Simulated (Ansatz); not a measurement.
Reaction (atomization): `[O][GeH3]`• → Ge• + 3 H• + O•

Program: Ansatz. Geometries: PBE0-D4/def2-TZVP. ΔE: electronic, gas phase. CCSD(T)/CBS is the MP2 limit (def2-TZVPP, def2-QZVPP) plus CCSD(T) − MP2 in def2-TZVPP, frozen cores. This one scheme is used for every species, atoms too. Functionals use def2-TZVPP. Open shells (•) are unrestricted, without spin–orbit coupling. Spin–orbit coupling would lower the free atoms: a little for O; clearly for Ge. For Ge outer-core shells are correlated without core-valence functions, so the limit isn't a true one: a few kJ/mol of doubt a bond, and 10 to 20 or more in all where bonds break to atoms. Scalar relativity is left out up to krypton.

```json
{"level": "BLYP-D4", "ΔE (kcal/mol)": "296.4", "difference from CCSD(T)/CBS": "-0.8"}
{"level": "r2SCAN-D4", "ΔE (kcal/mol)": "299.9", "difference from CCSD(T)/CBS": "2.7"}
{"level": "PBE0-D4", "ΔE (kcal/mol)": "290.9", "difference from CCSD(T)/CBS": "-6.3"}
{"level": "r2SCAN0-D4", "ΔE (kcal/mol)": "293.1", "difference from CCSD(T)/CBS": "-4.1"}
{"level": "PBE-QIDH", "ΔE (kcal/mol)": "289.8", "difference from CCSD(T)/CBS": "-7.4"}
{"level": "BLYP", "ΔE (kcal/mol)": "293.6", "difference from CCSD(T)/CBS": "-3.6"}
{"level": "r2SCANh", "ΔE (kcal/mol)": "296.7", "difference from CCSD(T)/CBS": "-0.5"}
{"level": "HF/def2-SVP", "ΔE (kcal/mol)": "204.9", "difference from CCSD(T)/CBS": "-92.3"}
{"level": "MP2/def2-SVP", "ΔE (kcal/mol)": "269.5", "difference from CCSD(T)/CBS": "-27.7"}
{"level": "CCSD(T)/def2-SVP", "ΔE (kcal/mol)": "273.7", "difference from CCSD(T)/CBS": "-23.5"}
{"level": "MP2/def2-TZVPP", "ΔE (kcal/mol)": "286.4", "difference from CCSD(T)/CBS": "-10.8"}
{"level": "SCS-MP2/def2-TZVPP", "ΔE (kcal/mol)": "290.3", "difference from CCSD(T)/CBS": "-6.9"}
{"level": "CCSD/def2-TZVPP", "ΔE (kcal/mol)": "287.8", "difference from CCSD(T)/CBS": "-9.4"}
{"level": "MP2/def2-QZVPP", "ΔE (kcal/mol)": "289.9", "difference from CCSD(T)/CBS": "-7.3"}
{"level": "SCS-MP2/def2-QZVPP", "ΔE (kcal/mol)": "294.9", "difference from CCSD(T)/CBS": "-2.3"}
{"level": "HF/CBS(def2)", "ΔE (kcal/mol)": "208.4", "difference from CCSD(T)/CBS": "-88.8"}
{"level": "CCSD(T)/CBS", "ΔE (kcal/mol)": "297.2", "difference from CCSD(T)/CBS": "0"}
```

Largest T1 diagnostic among the species: 0.015.

From PBE to PBE0 (25 % exact exchange), in def2-TZVPP and without D4, ΔE moves by −6.0 kcal/mol: exact exchange takes away binding that semilocal exchange gives to molecules. In def2-TZVPP, CCSD(T) changes the Hartree–Fock value by +83.5 kcal/mol (the triples alone add +3.6 kcal/mol) and MP2 by +78.5 kcal/mol; breaking electron pairs costs correlation energy, which Hartree–Fock lacks. Leaving LDA and LC-ωPBE aside and taking each functional with its dispersion term where it has one, the values, not all of them listed here, spread over 15.6 kcal/mol, from BHLYP-D4 to B97M-V. LDA lies +44.9 kcal/mol from PBE without D4, its usual overbinding.

For atomizations the MP2-based limit and the directly extrapolated one differ by several kJ/mol either way, and by 10 to 25 for some Ge, Se and Sn compounds, so smaller differences from it don't rank the levels.
